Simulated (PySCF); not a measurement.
Bi(TeH)3, SMILES [TeH][Bi]([TeH])[TeH], PBE0/def2-SVP optimised geometry.

```
7

Bi     0.75     0.67     0.00
Te    -2.11     0.67     0.00
H     -2.14     2.34     0.00
Te     0.71    -1.96    -1.16
H      2.14    -2.34    -0.39
Te     1.02     0.10     2.80
H      2.68     0.34     2.72
```

Density from PBE0/def2-TZVP, def2 effective core potentials past Kr (PySCF 2.14.0) at that geometry. The core electrons that the potentials of Bi, Te replace are not part of the density.

Minimum of the electron density along straight lines between bonded atoms, close to the bond critical point (lines longer than 1.1 times the sum of covalent radii, or with two minima, are not listed):

| bond | length / Å | ρ at the minimum / e bohr⁻³ | ∇²ρ there / e bohr⁻⁵ | position (fraction from the first atom) |
|---|---|---|---|---|
| Bi1–Te2 | 2.862 | 0.059 | 0.02 | 0.49 |
| Te2–H3 | 1.669 | 0.132 | -0.04 | 0.63 |
| Bi1–Te4 | 2.882 | 0.058 | 0.02 | 0.49 |
| Te4–H5 | 1.667 | 0.133 | -0.04 | 0.63 |
| Bi1–Te6 | 2.876 | 0.058 | 0.02 | 0.49 |
| Te6–H7 | 1.671 | 0.131 | -0.04 | 0.63 |
